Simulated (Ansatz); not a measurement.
Calculated with Ansatz (gas phase, PBE0-D4/def2-TZVP geometries, no zero-point term in ΔE). CBS: MP2 limit from def2 TZ/QZ plus the TZ coupled-cluster correction, frozen cores. This one scheme is used for every species. Double bonds are as drawn, so ΔE can hold a change between cis and trans. Functionals use def2-TZVPP. B3LYP here is the variant with VWN-RPA as its local correlation; programs differ in this. For Se outer-core shells are correlated without core-valence functions, which leaves a few kJ/mol of doubt a bond. Scalar relativity is left out up to krypton. One conformer a species, not always the lowest.

`C/C=C(\F)[SeH]` + `NCBO` → `NCB(O)[SeH]` + `C/C=C\F`  (formal exchange of groups at the Se–C bond)

Task: Is it downhill or uphill in electronic energy at CCSD(T)/CBS, and by how much? (Best estimate.)

Result: Computed: Downhill: ΔE = -88.2 kJ/mol.

Task: What do these levels give: ωB97M-V, PBE0, B3LYP, HF/def2-TZVPP, CCSD(T)/def2-TZVPP, CCSD/CBS(def2)? (Estimate.)

Result: The calculation gave: ωB97M-V -82.7, PBE0 -85.8, B3LYP -83.7, HF/def2-TZVPP -96.1, CCSD(T)/def2-TZVPP -86.7, CCSD/CBS(def2) -90.0 kJ/mol.

Largest T1 diagnostic among the species: 0.012.

From PBE to PBE0 (25 % exact exchange), in def2-TZVPP and without D4, ΔE moves by −3.3 kJ/mol. In def2-TZVPP, CCSD(T) changes the Hartree–Fock value by +9.4 kJ/mol (the triples alone add +1.8 kJ/mol) and MP2 by +9.5 kJ/mol.
